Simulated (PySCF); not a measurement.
C5H5F, SMILES C=C=CC(=C)F.

Geometry: PBE-D3(BJ)/def2-SVP. This is a generated structure with no PubChem entry under its InChIKey; it may be hypothetical. One conformer was computed; it need not be the lowest.

The numbers are results of PySCF with PBE/def2-TZVP, not measurements.

Symmetry labels are those of the subgroup Cs that the program uses (full group Cs).

Computed valence orbital energies around the gap with their symmetry:
```tsv
orbital	symmetry	energy (eV)
HOMO−7	A"	-11.22
HOMO−6	A'	-10.91
HOMO−5	A"	-10.91
HOMO−4	A'	-9.92
HOMO−3	A'	-8.93
HOMO−2	A"	-7.60
HOMO−1	A'	-6.86
HOMO	A"	-5.78
LUMO	A"	-1.92
LUMO+1	A'	-1.15
LUMO+2	A"	0.65
LUMO+3	A'	0.90
```
